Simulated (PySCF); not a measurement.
## Computed spin Hamiltonian

C4H4F3O (doublet state).
Structure used (GFN2-xTB), in Å, numbered top down from 1:
```
atom  x, y, z in Å
F1    -2.8742    1.0750   -0.7936
C2    -2.1996    0.4291    0.1553
C3    -0.8486   -0.0687   -0.1611
F4    -0.8578   -1.4673   -0.2181
O5     0.0118    0.3014    0.8654
C6     1.3558    0.1224    0.7183
C7     2.0819   -0.2677   -0.3180
F8     1.5979   -0.5832   -1.5336
H9    -2.7507    0.1899    1.0445
H10   -0.5282    0.2693   -1.1566
H11    1.8588    0.3630    1.6427
H12    3.1541   -0.3640   -0.2713
```

The hyperfine couplings belong to this conformer and change with its torsions.

Identity: `F[CH][C@H](F)O/C=C\F` [radical].

Level of theory: UKS B3LYP, pcH-1 on C F H O, non-relativistic, mean-field spin-orbit, GIAO (PySCF). One conformer (not necessarily the lowest) at the GFN2-xTB geometry, without solvent, vibrations or thermal averaging. Couplings are sensitive to structure, and on GFN2-xTB geometries they can be far from those on DFT ones. The SCF solution wasn't tested for stability.

```
g1, g2, g3                      : 2.00195, 2.00373, 2.00504
g_iso                           : 2.00357
Form of g                       : rhombic: the two nearest values differ by 42 % of g3 − g1
⟨S²⟩                            : 0.7536 (exact 0.7500)
HOMO–LUMO gap, α and β orbitals : 6.55, 4.74 eV
Total energy                    : -529.49217 Eh
```

Isotropic coupling and dipolar principal values T1 to T3, in mT (MHz turned into mT with g_iso):

```
atom  isotope  a_iso      T1     T2     T3  Mulliken spin population
  F1      19F   5.83  -10.86  -9.37  20.23                      0.08
  C2      13C   3.79   -3.09  -2.99   6.09                      0.94
  C3      13C  -1.10   -0.10   0.01   0.10                     -0.04
  F4      19F   7.00   -3.41  -3.16   6.58                      0.03
  O5      17O  -1.49   -0.28   0.13   0.15                      0.02
  C6      13C   0.15   -0.05  -0.03   0.08                      0.00
  C7      13C   0.01   -0.02   0.00   0.02                      0.00
  F8      19F   0.04   -0.13  -0.02   0.16                      0.00
  H9       1H  -2.43   -1.38  -0.09   1.48                     -0.04
 H10       1H  -0.01   -0.24  -0.15   0.39                      0.00
 H11       1H   0.05   -0.05  -0.03   0.08                      0.00
 H12       1H   0.01   -0.02  -0.02   0.04                      0.00
```

The largest Mulliken spin populations are on C2 (+0.94) and F1 (+0.08). C2 is the only atom above +0.15. The angles at C2 add up to 359.4°, so it is planar; its axial dipolar tensor and the negative coupling of its proton fit spin in a p orbital normal to that plane.

Axes: g2 points within 15° of the F1–C2 bond.

Under fast tumbling the dipolar parts average out, and these isotropic splittings remain: 1 × 19F (F4, I = 1/2, 2 lines) with 7.00 mT, 1 × 19F (F1, I = 1/2, 2 lines) with 5.83 mT, 1 × 1H (H9, I = 1/2, 2 lines) with 2.43 mT, 1 × 1H (H11, I = 1/2, 2 lines) with 0.05 mT and 1 × 19F (F8, I = 1/2, 2 lines) with 0.04 mT.

The 13C coupling of C2 (106.4 MHz) shows only in satellite lines or after enrichment, since that isotope makes up about 1.07 % of natural carbon.

The 17O coupling of O5 (-41.9 MHz) shows only in satellite lines or after enrichment, since that isotope makes up about 0.038 % of natural oxygen.

β density exceeds α density at some nuclei, such as C3 (-0.0274) and H9 (-0.0152), spin density in bohr⁻³. In a single determinant that takes different orbitals for the two spins, that is spin polarisation.

Hardware: one thread, Arm Neoverse V2 (aarch64), on a shared host. Cost: 42 s wall (with the writing of density and orbital grids), 0.86 GiB resident at most.
